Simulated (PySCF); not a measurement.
CH7GeNOSi, SMILES [OH][Ge@@H]1[NH]C[SiH2]1. Atoms are numbered in the order given.

```xyz
12

O      1.7586     0.2269    -1.2338
Ge     0.7464     0.0373     0.2445
N     -0.4178    -1.4024     0.1969
C     -1.7636    -0.9104    -0.1268
Si    -1.4419     0.9800     0.0977
H      2.6814    -0.0202    -1.0898
H      1.7375    -0.0160     1.4363
H     -0.2223    -2.3889     0.0481
H     -2.0949    -1.1373    -1.1599
H     -2.5422    -1.2969     0.5585
H     -1.7882     1.8414    -1.0685
H     -2.0330     1.5682     1.3348
```

Geometry optimised at B3LYP-D3(BJ)/def2-SVP. The structure was generated by enumeration; whether it is a known compound was not checked. One conformer was computed; it need not be the lowest.

Calculation: PBE0/pcSseg-1 (PySCF).

GIAO shieldings, no solvent; atoms listed in one row are averaged. δ = σ(ref) − σ: ¹⁷O against H2O (σ = 334.2 ppm); ⁷³Ge against GeH4 (σ = 1658.3 ppm); ¹⁵N against NH3 (σ = 267.4 ppm); ¹³C against TMS (σ = 186.3 ppm); ²⁹Si against TMS (σ = 352.7 ppm); ¹H against TMS (σ = 31.56 ppm), references at their B3LYP-D3(BJ)/def2-TZVP geometries, non-relativistic.

```json
[
 {"nucleus": "¹⁷O", "atoms": "O1", "count": "1", "δ (ppm)": "71.1"},
 {"nucleus": "⁷³Ge", "atoms": "Ge2", "count": "1", "δ (ppm)": "380.7"},
 {"nucleus": "¹⁵N", "atoms": "N3", "count": "1", "δ (ppm)": "79.0"},
 {"nucleus": "¹³C", "atoms": "C4", "count": "1", "δ (ppm)": "40.1"},
 {"nucleus": "²⁹Si", "atoms": "Si5", "count": "1", "δ (ppm)": "-14.4"},
 {"nucleus": "¹H", "atoms": "H7", "count": "1", "δ (ppm)": "6.58"},
 {"nucleus": "¹H", "atoms": "H11, H12", "count": "2", "δ (ppm)": "5.12"},
 {"nucleus": "¹H", "atoms": "H9", "count": "1", "δ (ppm)": "3.70"},
 {"nucleus": "¹H", "atoms": "H10", "count": "1", "δ (ppm)": "3.56"},
 {"nucleus": "¹H", "atoms": "H6", "count": "1", "δ (ppm)": "1.85"},
 {"nucleus": "¹H", "atoms": "H8", "count": "1", "δ (ppm)": "1.50"}
]
```
